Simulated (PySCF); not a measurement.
C6H10Si.
Numbering: `[CH:1]#[C:2][CH2:3][C@H:4]1[CH2:5][CH2:6][SiH2:7]1`

Structure used (GFN2-xTB), in Å, numbered top down from 1:
```xyz
17
C6H10Si angstrom
C      3.355   -0.415    0.060
C      2.365    0.257    0.075
C      1.137    1.026    0.071
C     -0.007    0.226   -0.550
C     -0.417   -1.037    0.239
C     -1.950   -0.870    0.233
Si    -1.795    0.916   -0.427
H      4.232   -0.990    0.053
H      1.297    1.949   -0.495
H      0.886    1.300    1.100
H      0.278   -0.040   -1.571
H     -0.022   -1.002    1.254
H     -0.076   -1.966   -0.217
H     -2.411   -1.020    1.206
H     -2.432   -1.555   -0.461
H     -1.969    1.977    0.566
H     -2.478    1.258   -1.674
```

Definitions: NICS(0) = −σiso at the ring centroid; NICS(1) = −σiso and NICS(1)zz = −σzz at ±1 Å along the ring normal z. Level: GIAO PBE0/pcSseg-1 (PySCF, non-relativistic, gas phase) on the GFN2-xTB geometry, one conformer.

Ring bond lengths (Å), with Mayer bond orders in brackets: C4–C5 1.545 (0.97), C5–C6 1.543 (1.00), C6–Si7 1.910 (0.94), Si7–C4 1.920 (0.89).

What do the NICS probes read (ppm)?

| ring | type | NICS(0) | NICS(1), two faces | NICS(1)zz, two faces | rms pucker (Å) | centre to ring atoms, mean (Å) |
| --- | --- | --- | --- | --- | --- | --- |
| C4–C5–C6–Si7 | 4-membered ring with Si; formal bonds all single | 0.9 | -0.3 / -0.7 | 5.8 / 5.0 | 0.07 | 1.22 |

What do they say, and how far can they be read as aromaticity?

- C4–C5–C6–Si7: mean NICS(1)zz 5.4 ppm, deshielded. C4, C5, C6, Si7 have four or more neighbours, so the value isn't read as a sign of a π ring current.

At the second NICS(1) probe listed for ring C4–C5–C6–Si7, 1 Å off the ring, what do the in-plane components average?

The isotropic value is a third of the trace: (3 × -0.7 − (5.0))/2 = -3.5 ppm.

What are the shieldings of the ring atoms and their hydrogens in the same run (means over atoms taken as equivalent)?

| atoms | environment | σ isotropic (ppm) | principal values of the symmetric part, first atom (ppm) |
| --- | --- | --- | --- |
| C4 | sp3 carbon bound to silicon | 159.0 | 137.8, 167.5, 171.6 |
| C5 | four-membered-ring carbon | 156.7 | 140.3, 150.8, 179.1 |
| C6 | sp3 carbon bound to silicon | 181.5 | 164.6, 177.3, 202.6 |
| Si7 | SiH2 silicon | 378.2 | 340.6, 368.1, 425.9 |
| H11 | methine hydrogen | 29.57 | 26.2, 29.5, 33.1 |
| H12 | methylene hydrogen | 29.71 | 25.4, 30.4, 33.3 |
| H13 | methylene hydrogen | 28.94 | 24.2, 28.2, 34.3 |
| H14 | methylene hydrogen | 30.42 | 26.1, 27.4, 37.7 |
| H15 | methylene hydrogen | 30.24 | 26.6, 27.5, 36.7 |
| H16 | Si–H hydrogen | 27.18 | 24.6, 25.5, 31.4 |
| H17 | Si–H hydrogen | 26.93 | 24.2, 24.3, 32.3 |
